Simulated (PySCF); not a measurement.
**Gallium: a sound run and one with changed settings**

Sound run: Ga [Ar] 3d10 4s2 4p1, Ga⁺ [Ar] 3d10 4s2. Computed with PySCF 2.14 in cc-pVTZ-DK (6s5p3d1f, 43 functions), with scalar relativity by spin-free X2C-1e. In the sound run the correlated levels freeze [Ar] 3d10. The sound run starts from symmetry-adapted Hartree-Fock orbitals and uses a fine grid where one is needed.

Changed run: the non-relativistic Hamiltonian (point nucleus). This setting is unsound on purpose.

| species | method | sound run (hartree) | changed run (hartree) | converged |
| --- | --- | --- | --- | --- |
| Ga | UHF | -1942.17428 | -1912.20963 | yes |
| Ga | M06-2X | -1943.88055 | -1913.91888 | yes |
| Ga | BP86 | -1944.12823 | -1914.16533 | yes |
| Ga | MP2 | -1942.20753 | -1912.24292 | yes |
| Ga | CCSD(T) | -1942.22119 | -1912.25705 | yes |
| Ga⁺ | UHF | -1941.97146 | -1912.00513 | yes |
| Ga⁺ | M06-2X | -1943.66655 | -1913.70277 | yes |
| Ga⁺ | BP86 | -1943.90440 | -1913.94060 | yes |
| Ga⁺ | MP2 | -1941.99728 | -1912.03110 | yes |
| Ga⁺ | CCSD(T) | -1942.00790 | -1912.04224 | yes |

Ionisation energy of Ga:

```json
{"method": "UHF", "sound run (eV)": "5.519", "changed run (eV)": "5.565"}
{"method": "M06-2X", "sound run (eV)": "5.823", "changed run (eV)": "5.880"}
{"method": "BP86", "sound run (eV)": "6.091", "changed run (eV)": "6.115"}
{"method": "MP2", "sound run (eV)": "5.721", "changed run (eV)": "5.764"}
{"method": "SCS-MP2", "sound run (eV)": "5.704", "changed run (eV)": "5.747"}
{"method": "CCSD", "sound run (eV)": "5.781", "changed run (eV)": "5.822"}
{"method": "CCSD(T)", "sound run (eV)": "5.804", "changed run (eV)": "5.845"}
```

Most of the change in total energy is the relativistic energy itself. On top of that the contraction fixes the core shape for the Hamiltonian it was made with, so the changed run is not a good calculation with the other Hamiltonian either.

For comparison, NIST gives 5.999 eV between the lowest levels.
